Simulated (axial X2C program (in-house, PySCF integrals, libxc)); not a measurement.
## Which molecule has these constants?

All values come from calculations with an in-house all-electron X2C program for linear molecules (integrals from PySCF), spin-free (one-electron X2C) or two-component (2c: spin–orbit coupling with atomic mean-field Coulomb and Gaunt terms, which also bring small scalar terms), in Dyall basis sets with cores contracted in-house; open shells are unrestricted.

A two-component PBE0 calculation in a Dyall 3-zeta basis gave Re = 3.032 Å, ωe = 143.0 cm⁻¹, dipole magnitude 0.98 D, Ω = 1/2.

**Question.** Which molecule is it?
A. MgTe
B. MgTc
C. MgMo
D. MgIn
E. MgSr

**Answer.** D. The others have MgTc 2.752 Å and 208.9 cm⁻¹ (Ω = 7/2); MgMo 2.976 Å and 158.7 cm⁻¹ (Ω = 3); MgSr 4.076 Å and 72.0 cm⁻¹ (Ω = 0); MgTe 2.478 Å and 339.3 cm⁻¹ (Ω = 0).

Each entry is the lowest single determinant of a limited PBE0 search at one distance. De goes to single-determinant-based atoms at the same level (for ions the charge split of lowest energy) and is withheld (n/a) where an atom does not fit its ground term or J level. Main or longest-lived isotopes. One determinant is a doubtful description, or other states lie close, for MgIn, MgTc, MgMo, MgTe; these need not be ground states, and all values refer to the states named. Some open-shell Ω = 0 determinants are out of reach, so the Ω given for MgMo need not be the lowest component. With several unpaired electrons the Ω given is that of one determinant, not necessarily of the lowest component. The functionals have no current term, which raises determinants with orbital currents. Where the atoms have a lower orbital projection than the molecule, De at mean-field level may be about a tenth of an eV too small.
